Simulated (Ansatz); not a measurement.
Energy profile

The step: BF₃ ([F][B]([F])[F]) + H₂O → BHOF₂ ([OH][B]([F])[F]) + HF; bonds formed: F2–H5; dative contacts that become bonds: B1–O6; bonds broken: B1–F2, H5–O6 (atoms numbered as in the saddle structure below).

```
atom    x (Å)    y (Å)    z (Å)
  B1  -0.1390  -0.5501   0.0843
  F2  -1.0107   0.3826  -0.9670
  F3   0.1908  -1.6650  -0.5507
  F4  -0.8155  -0.6339   1.2319
  H5  -0.0731   0.9282  -0.7058
  O6   0.8843   0.5345   0.0352
  H7   0.9631   1.0034   0.8721
```

Electronic energies by CCSD(T) at an estimated basis limit (MP2 extrapolated from triple and quadruple zeta, plus CCSD(T) − MP2 in triple zeta), on PBE0-D4/def2-TZVP structures; BH2OF3, singlet; no counterpoise correction. Ansatz 0.2.0; basis: def2-TZVPP and def2-QZVPP; cores frozen in the correlated methods. Extrapolation: Hartree–Fock as exp(−7.88 √X), correlation as X^−2.97.

Question: Give the profile in eV, counted from the separated reactants. (Judge from chemistry; the value comes from the calculation.)

Answer: Computed:
```tsv
point	eV
separated: BF3 (linked as [F][B]([F])[F]; B1, F2, F3, F4; singlet) + H2O (H5, O6, H7; singlet)	0.000
start structure	-0.380
saddle	0.788
end structure	-0.152
separated: BHOF2 (linked as [OH][B]([F])[F]; B1, F3, F4, O6, H7; singlet) + HF (F2, H5; singlet)	0.095
```

The T1 diagnostic stays at or below 0.013.

The step is the kind of ligand exchange by which a precursor binds to a hydroxyl group, or is hydrolysed, in atomic layer deposition of oxides.

For scale, one of the runs: CCSD(T)/def2-TZVPP, 183 basis functions, launched by `ansatz run in.yaml --threads 4 --pin off --events-out ev --progress --plain --max-ram 9574MiB`. The run took 45 s on 4 CPU threads of an Arm Neoverse V2 (shared host), with 2.1 GiB of host memory at its peak.
